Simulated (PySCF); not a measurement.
C4H8OSi, SMILES C[SiH]1CC(=O)C1. Geometry optimised at PBE-D3(BJ)/def2-SVP. The structure was generated by enumeration, and PubChem lists no compound with its InChIKey, so it may never have been made.

Calculation: PBE-D3(BJ)/def2-SVP (PySCF 2.14.0).

Harmonic wavenumbers (cm⁻¹): 84, 150, 166, 205, 371, 450, 507, 520, 599, 603, 685, 690, 713, 761, 818, 841, 873, 882, 995, 1042, 1075, 1101, 1217, 1316, 1336, 1379, 1382, 1796, 2176, 2977, 2983, 2989, 3077, 3080, 3095, 3097. Rotational constants (GHz): 7.406, 1.776, 1.600; symmetry number 1.

Q: Work out the zero-point energy and the ideal-gas rigid-rotor harmonic-oscillator thermochemistry at 298.15 K and 1 atm.

A: ZPE = ½ Σ hcν = ½ × 46032 cm⁻¹ = 65.81 kcal/mol. H − E(el) = 71.18 kcal/mol. Entropy in cal/(mol K): translation 39.72, rotation 27.13, vibration 17.34, total 84.19. G − E(el) = 46.08 kcal/mol. Cp = 30.44 cal/(mol K). Modes under 150 cm⁻¹ make the vibrational entropy uncertain.
